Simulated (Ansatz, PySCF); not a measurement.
System: sum formula SiN$_{2}$H$_{4}$Br$_{2}$, charge 0, multiplicity 1. 
Structure (B3LYP-D3(BJ)/def2-TZVP (Ansatz, a first-principles code) minimum search):
```xyz
9

Si     0.0041    -0.7417     0.0331
Br    -0.0880     0.5217    -1.8171
Br     0.0815     0.6825     1.7634
N      1.3802    -1.7114     0.2187
N     -1.3613    -1.7390    -0.0647
H      1.5669    -2.4490    -0.4435
H      2.2213    -1.3352     0.6254
H     -2.2063    -1.4098    -0.5029
H     -1.5403    -2.4167     0.6607
```
Charge 0, spin multiplicity 1.

Dipole moments at this geometry, in debye (magnitudes).

| level | program | dipole (D) |
|---|---|---|
| HF/def2-TZVPD | PySCF | 2.53 |
| SVWN5/def2-TZVPD | PySCF | 2.52 |
| BLYP/def2-TZVPD | Ansatz | 2.43 |
| revPBE/def2-TZVPD | Ansatz | 2.47 |
| PBE0/def2-TZVPD | Ansatz | ? |
| TPSSh/def2-TZVPD | PySCF | 2.51 |
| HSE06/def2-TZVPD | Ansatz | 2.49 |
| wB97X-V/def2-TZVPD | Ansatz | 2.48 |
| CCSD(T)/def2-SVPD | Ansatz | ? |

### Question
Some entries are withheld; supply them.

### Answer

- PBE0/def2-TZVPD, dipole (D): 2.49
- CCSD(T)/def2-SVPD, dipole (D): 2.44
